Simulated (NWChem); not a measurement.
# GeH₂S₂, singlet; SMILES [SH][Ge][SH]

```xyz
5

Ge     0.0000     0.0000     0.7676
S     -1.6740    -0.0322    -0.7704
H     -2.6455    -0.0511     0.1691
S      1.6740     0.0322    -0.7704
H      2.6455     0.0511     0.1691
```
Atoms are numbered in this order, from 1.

Results from NWChem. Low-valent species are run as closed-shell singlets; no triplet was tried in these runs. Geometry: optimised at B3LYP/6-31G* (spherical d). Level: PBE0/aug-cc-pVDZ; the question gives the wavelength of the field.

**Question.** Estimate the computed values for field 1065 nm. Quantities: isotropic polarisability (bohr³); anisotropy (bohr³).

**Answer.** The isotropic polarisability (bohr³) is 82.6 and the anisotropy (bohr³) comes out as 43.6.
